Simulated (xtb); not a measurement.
xtb input (GFN2-xTB):

```bash
xtb mol.xyz --gfn 2 --ohess tight --chrg -1 --uhf 0
```
mol.xyz:
```
13

C      2.10517513     0.14693698     0.19526363
C      0.61902751    -0.04090081     0.05038690
C     -0.05204607    -1.19659796    -0.11592881
C     -1.51348299    -0.97972295    -0.19299377
C     -1.68467464     0.32922289    -0.12676929
C     -0.31825466     1.12292155     0.07332654
H      2.41212420     0.70270349     1.15326425
H      2.62664768    -0.76770320     0.12053652
H      2.56348171     0.83824888    -0.63365889
H      0.47263244    -2.13678114    -0.11582652
H     -2.56781772     0.94999373    -0.15190934
H     -0.32241520     1.72030715     1.02708166
H     -0.14635123     1.84725146    -0.73941388
```

End of the output:

```
           -------------------------------------------------
          | TOTAL ENERGY              -16.464339765719 Eh   |
          | TOTAL ENTHALPY            -16.354772074104 Eh   |
          | TOTAL FREE ENERGY         -16.390707216239 Eh   |
          | GRADIENT NORM               0.000398318548 Eh/α |
          | HOMO-LUMO GAP               1.882321939656 eV   |
           -------------------------------------------------

------------------------------------------------------------------------
Note: The following floating-point exceptions are signalling: IEEE_UNDERFLOW_FLAG IEEE_DENORMAL
normal termination of xtb
------------------------------------------------------------------------
 total:
 SCF:
 ANC optimizer:
 analytical hessian:
```

It need not be the lowest isomer of its formula. Whether it binds its extra electron was not tested at this geometry.
